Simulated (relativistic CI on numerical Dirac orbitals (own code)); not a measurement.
**Spin-allowed bands of a d7 ion in a tetrahedral site, by hand**

Problem. Take Δ = 6150 cm⁻¹ and B = 770 cm⁻¹ for a d7 ion in a tetrahedral site. Calculate the three spin-allowed bands.

Working.
1. The terms of highest spin are 4F (energy 0) and 4P (15B = 11550 cm⁻¹). Here the F term splits into A2 at −1.2Δ = -7380, T2 at −0.2Δ = -1230 and T1 at +0.6Δ = 3690 cm⁻¹.
2. The two T1 states mix through the element 0.4Δ: H = [[3690, 2460], [2460, 11550]], with roots ½(H₁₁ + H₂₂) ∓ ½√[(H₂₂ − H₁₁)² + 4H₁₂²] = ½(15240) ∓ ½(9273) = 2984 and 12256 cm⁻¹.
3. The ground term is 4A2 at -7380 cm⁻¹.
4. Bands: 4T2 6150 cm⁻¹ (1626 nm), 4T1(F) 10364 cm⁻¹ (965 nm), 4T1(P) 19636 cm⁻¹ (509 nm).

Check. Exact diagonalisation of the whole d7 shell with these parameters gives 4T2 6150, 4T1 10364, 4T1 19636 cm⁻¹. The match is exact, since without spin-orbit coupling no other term has this spin. The ratio of the second band to the first, 1.685, depends on Δ/B = 8.0 alone, which is how a Tanabe-Sugano diagram is read.
